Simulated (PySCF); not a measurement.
**Peak assignment**

Molfile (atoms numbered from 1):
```
C7H14
     RDKit          3D

 21 20  0  0  0  0  0  0  0  0999 V2000
    2.4729   -0.8087    0.6951 C   0  0  0  0  0  0  0  0  0  0  0  0
    1.3201   -0.0317    0.1241 C   0  0  0  0  0  0  0  0  0  0  0  0
    1.7449    1.2080   -0.6058 C   0  0  0  0  0  0  0  0  0  0  0  0
    0.0697   -0.4472    0.2806 C   0  0  0  0  0  0  0  0  0  0  0  0
   -1.1981    0.1879   -0.2112 C   0  0  0  0  0  0  0  0  0  0  0  0
   -1.9258   -0.7757   -1.1516 C   0  0  0  0  0  0  0  0  0  0  0  0
   -2.0920    0.5411    0.9799 C   0  0  0  0  0  0  0  0  0  0  0  0
    3.0371   -0.1897    1.3927 H   0  0  0  0  0  0  0  0  0  0  0  0
    3.1541   -1.1122   -0.0998 H   0  0  0  0  0  0  0  0  0  0  0  0
    2.1321   -1.6983    1.2181 H   0  0  0  0  0  0  0  0  0  0  0  0
    2.4150    0.9435   -1.4238 H   0  0  0  0  0  0  0  0  0  0  0  0
    0.9050    1.7594   -1.0148 H   0  0  0  0  0  0  0  0  0  0  0  0
    2.2932    1.8649    0.0694 H   0  0  0  0  0  0  0  0  0  0  0  0
   -0.0997   -1.3647    0.8324 H   0  0  0  0  0  0  0  0  0  0  0  0
   -0.9781    1.1061   -0.7614 H   0  0  0  0  0  0  0  0  0  0  0  0
   -2.8465   -0.3275   -1.5198 H   0  0  0  0  0  0  0  0  0  0  0  0
   -2.1760   -1.6973   -0.6302 H   0  0  0  0  0  0  0  0  0  0  0  0
   -1.2961   -1.0232   -2.0033 H   0  0  0  0  0  0  0  0  0  0  0  0
   -1.5799    1.2309    1.6471 H   0  0  0  0  0  0  0  0  0  0  0  0
   -2.3459   -0.3553    1.5420 H   0  0  0  0  0  0  0  0  0  0  0  0
   -3.0149    1.0067    0.6401 H   0  0  0  0  0  0  0  0  0  0  0  0
  1  2  1  0
  2  3  1  0
  2  4  2  3
  4  5  1  0
  5  6  1  0
  5  7  1  0
  1  8  1  0
  1  9  1  0
  1 10  1  0
  3 11  1  0
  3 12  1  0
  3 13  1  0
  4 14  1  0
  5 15  1  0
  6 16  1  0
  6 17  1  0
  6 18  1  0
  7 19  1  0
  7 20  1  0
  7 21  1  0
M  END
```

PySCF 2.14.0 with density-fitted response routines calculation with GFN2-xTB geometry and shielding tensors at PBE0/pcSseg-1 (GIAO); one conformer, averaged over atoms made equivalent by symmetry, fast rotation or ring inversion, isolated molecule, no relativistic terms.

Referencing at the same level of theory: 13C (σ = 186.93 ppm), 1H (σ = 31.72 ppm) against TMS.

Q: Assign these signals to the numbered atoms. 13C{1H} NMR (computed): δ 140.8, 135.8, 32.2, 29.2, 25.4, 20.0.

A: 
140.8 → C4, alkene CH: an sp2 carbon of a C=C bond
135.8 → C2, fully substituted alkene carbon: as expected for a trigonal carbon in a double bond
32.2 → C5, allylic sp3 CH: aliphatic region, no heteroatom directly attached
29.2 → C1, allylic methyl carbon: a saturated carbon with 1 carbon neighbour and no heteroatom attached
25.4 → C6/C7, methyl carbon: saturated and bonded to C and H only
20.0 → C3, allylic methyl carbon: saturated and bonded to C and H only

Q: Assign these signals to the numbered atoms. 1H NMR (300 MHz, computed): δ 5.25 (d, 1H), 2.48 (m, 1H), 1.75 (s, 3H), 1.74 (s, 3H), 0.99 (d, 6H).

A: 
| δ (ppm) | atoms | environment | reason |
| --- | --- | --- | --- |
| 5.25 | H14 | hydrogen on an alkene CH | attached to an sp2 carbon and in the plane of the double bond |
| 2.48 | H15 | hydrogen on an allylic sp3 CH | allylic position |
| 1.75 | H8/H9/H10 | hydrogen on an allylic methyl carbon | allylic position |
| 1.74 | H11/H12/H13 | hydrogen on an allylic methyl carbon | – |
| 0.99 | H16/H17/H18/H19/H20/H21 | hydrogen on a methyl carbon | – |

H8/H9/H10 and H11/H12/H13 lie closer than the usual error of such a calculation, so a measured spectrum could show them in the other order.

Shifts are as computed. Against solution values, carbons near 30 ppm lie about +3 ppm off and those near 130 ppm about +5 ppm. Of 1211 compounds with measured shifts, 218 miss one by over three times the rms of a fit or turn the order of signals round; such compounds aren't used in these exercises. No couplings were computed; multiplicities are counted from neighbouring protons, with m where these are inequivalent, close in shift, in a saturated or five-membered ring or joined by F or P, and br s for small geminal =CH2 splittings.
